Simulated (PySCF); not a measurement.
A PySCF script (with the pyscf-properties extension) for the NMR shieldings of `C([C@@](NC)(C)[SiH2]C)N`, C₅H₁₆N₂Si, on a GFN2-xTB geometry:

```python
import basis_set_exchange as bse
import numpy as np
from pyscf import gto, dft
from pyscf.prop import nmr

atoms = """
C    -2.759303   -0.023708    0.018759
N    -1.495821    0.596378    0.376547
C    -0.274119   -0.186017    0.175058
C    -0.365209   -1.610240    0.731563
C     0.051438   -0.211154   -1.317086
N     0.531690    1.118985   -1.650781
Si    1.149680    0.828483    0.982068
C     2.862000    0.263134    0.401085
H    -2.736178   -0.330465   -1.026193
H    -3.546020    0.722497    0.134563
H    -3.024846   -0.898985    0.628116
H    -1.544058    0.883175    1.348470
H    -1.062717   -2.217184    0.154528
H     0.609560   -2.090374    0.695630
H    -0.696521   -1.588530    1.768727
H    -0.811953   -0.528636   -1.922651
H     0.861210   -0.922864   -1.496259
H    -0.221703    1.779313   -1.490919
H     0.807802    1.180692   -2.626079
H     0.946384    2.266389    0.824912
H     1.053132    0.531300    2.431091
H     3.000689   -0.805545    0.534158
H     3.022135    0.496946   -0.644773
H     3.630993    0.766173    0.977022
"""
names = dict.fromkeys(["C", "N", "Si", "H"], "pcSseg-1")
basis = {el: gto.basis.parse(bse.get_basis(n, elements=[el], fmt="nwchem")) for el, n in names.items()}
mol = gto.M(atom=atoms, basis=basis, charge=0, verbose=0)
mf = dft.RKS(mol, xc="PBE0")
mf.grids.level = 2
mf.grids.alignment = dft.numint.BLKSIZE   # the property module wants whole blocks of grid points
mf.conv_tol = 1e-9
mf.kernel()

calc = nmr.RKS(mf)   # GIAO
C = mf.mo_coeff
Co = C[:, mf.mo_occ > 0]
resp = mf.gen_response(singlet=True, hermi=2)
def vind(x):   # induced exchange potential for any number of trial vectors
    d = np.einsum("pi,xij,qj->xpq", C, 2 * x.reshape(-1, C.shape[1], Co.shape[1]), Co, optimize=True)
    return np.einsum("xpq,pi,qj->xij", resp(d - d.transpose(0, 2, 1)), C, Co, optimize=True).ravel()
mo1, _ = nmr.rhf.solve_mo1(calc, with_cphf=vind)
sigma = calc.kernel(mo1)
for i, s in enumerate(sigma):   # ppm
    w = np.linalg.eigvalsh((s + s.T) / 2)
    print("%2d %-2s iso %8.1f  s11 %8.1f  s22 %8.1f  s33 %8.1f" % (i, mol.atom_pure_symbol(i), w.mean(), *w))
```

Q: Give the expected output.

A: 
```
 0 C  iso    158.4  s11    138.1  s22    151.1  s33    186.0
 1 N  iso    219.9  s11    179.6  s22    211.3  s33    268.8
 2 C  iso    134.2  s11    120.2  s22    135.5  s33    146.8
 3 C  iso    165.9  s11    141.1  s22    168.8  s33    187.8
 4 C  iso    141.4  s11    126.8  s22    130.6  s33    167.0
 5 N  iso    221.3  s11    193.1  s22    231.7  s33    239.0
 6 Si iso    384.5  s11    336.1  s22    373.2  s33    444.2
 7 C  iso    194.5  s11    189.4  s22    196.1  s33    198.1
 8 H  iso     29.4  s11     24.3  s22     28.5  s33     35.4
 9 H  iso     29.2  s11     24.2  s22     26.8  s33     36.7
10 H  iso     29.2  s11     23.6  s22     27.6  s33     36.2
11 H  iso     31.6  s11     21.2  s22     33.2  s33     40.6
12 H  iso     30.2  s11     26.1  s22     28.7  s33     35.7
13 H  iso     30.7  s11     26.2  s22     29.6  s33     36.4
14 H  iso     30.9  s11     27.4  s22     27.6  s33     37.6
15 H  iso     28.4  s11     24.2  s22     27.9  s33     33.1
16 H  iso     29.6  s11     27.1  s22     28.6  s33     33.2
17 H  iso     30.0  s11     22.3  s22     30.4  s33     37.2
18 H  iso     30.7  s11     23.8  s22     26.6  s33     41.9
19 H  iso     27.4  s11     24.2  s22     26.0  s33     32.0
20 H  iso     28.0  s11     24.3  s22     27.0  s33     32.6
21 H  iso     31.6  s11     26.7  s22     30.2  s33     38.0
22 H  iso     31.2  s11     25.3  s22     30.8  s33     37.4
23 H  iso     31.6  s11     26.8  s22     27.9  s33     40.2
```

These numbers come from an equivalent density-fitted implementation of the same equations, which agrees with the script to about 0.01 ppm for H and up to a few tenths of a ppm for heavy atoms, so last digits may differ.

Q: Turn these shieldings into chemical shifts. Shifts are taken against calculated references (same method and geometry level): ¹³C (σref 186.93), ²⁹Si (σref 349.16), ¹H (σref 31.72) against TMS; ¹⁵N (σref 267.73) vs NH3.

A: Averaging equivalent atoms: C 2: 52.8; C 4: 45.5; C 0: 28.5; C 3: 21.1; C 7: -7.6; N 1: 47.8; N 5: 46.5; Si 6: -35.4; H 19: 4.28; H 20: 3.75; H 15: 3.30; H 8/9/10: 2.45; H 16: 2.09; H 17/18: 1.35; H 12/13/14: 1.13; H 21/22/23: 0.23; H 11: 0.07 ppm. Experimental scales use liquid or dissolved standards, which lie at an offset from isolated NH3 (liquid NH3: subtract about 20 ppm).

Size and cost of the density-fitted run: 223 basis functions, 110 s wall time on 1 thread of an Arm Neoverse N1, shared host; peak memory 1.1 GiB.
